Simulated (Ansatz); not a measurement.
The Mg1–H2 bond of H4MgSi (SMILES [MgH][SiH3]) is stretched (multiplicity 1, the rest rigid).
Geometry at rest (charge 0, multiplicity 1):
| atom | x (Å) | y (Å) | z (Å) |
|---|---|---|---|
| Mg | -1.2739 | -0.6992 | -0.1785 |
| H | -2.7546 | -1.5120 | -0.3860 |
| Si | 0.9718 | 0.5334 | 0.1362 |
| H | 1.6131 | 0.2497 | 1.4524 |
| H | 0.8377 | 2.0169 | 0.0636 |
| H | 1.9863 | 0.1688 | -0.8943 |

Correlated levels freeze the cores.

Codes used: Ansatz (Gaussian orbitals). Each number belongs to the level named beside it.

FIC-MRCISD+Q on CASSCF(2,2)/def2-TZVPPD, total energies (hartree):

| R (Å) | CASSCF | MRCISD | weight c² of the reference |
|---|---|---|---|
| 1.702 | -490.864785 | -491.049896 | 0.90455 |
| 2.978 | -490.799143 | -490.975182 | 0.90535 |
| 5.446 | -490.766466 | -490.938588 | 0.90592 |

Task: Add the Davidson correction (E_MRCISD − E_CASSCF)(1 − c²)/c² and give the energies above the first point at the three levels.

Result: 
Corrections (hartree): -0.019533, -0.018405, -0.017874. Above the first point (kcal/mol):
- R = 2.978 Å: CASSCF 41.2, MRCISD 46.9, with the correction 47.6
- R = 5.446 Å: CASSCF 61.7, MRCISD 69.8, with the correction 70.9

Ansatz is a program for electronic structure.
